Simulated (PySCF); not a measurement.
3-ethenylsiletane (C5H10Si), SMILES C=CC1C[SiH2]C1.

Coordinates come from a PBE0-D3(BJ)/def2-SVP optimisation. The values are those of a single conformer.

Two levels are set side by side: PBE/def2-TZVP (PySCF) and M06-2X/def2-TZVP (PySCF). Same geometry, gas phase. Differences are taken from unrounded values.

```json
[
 {"quantity": "orbital gap (eV)", "M06-2X": "9.11"},
 {"quantity": "highest occupied level (eV)", "M06-2X": "-8.44"},
 {"quantity": "lowest empty level (eV)", "M06-2X": "0.67"},
 {"quantity": "dipole moment (D)", "M06-2X": "0.12"},
 {"quantity": "mean polarisability (bohr³)", "M06-2X": "85.8"}
]
```

What does PBE give, and how far is it from M06-2X? (Estimate from the structure and the level; the computed values follow.)


```
quantity                       PBE  PBE minus M06-2X
---------------------------  -----  ----------------
orbital gap (eV)              5.14             -3.97
highest occupied level (eV)  -6.21              2.23
lowest empty level (eV)      -1.07             -1.74
dipole moment (D)             0.26              0.13
mean polarisability (bohr³)   89.9               4.1
```

Without exact exchange PBE keeps part of each electron's self-repulsion, which lifts occupied levels and narrows the gap. Loosely held outer electrons make PBE densities more polarisable. Differences between two approximate levels are no errors against the true value.

Rough cost on one machine, each run with all the roots and properties that it gave: M06-2X against PBE about 3 times.
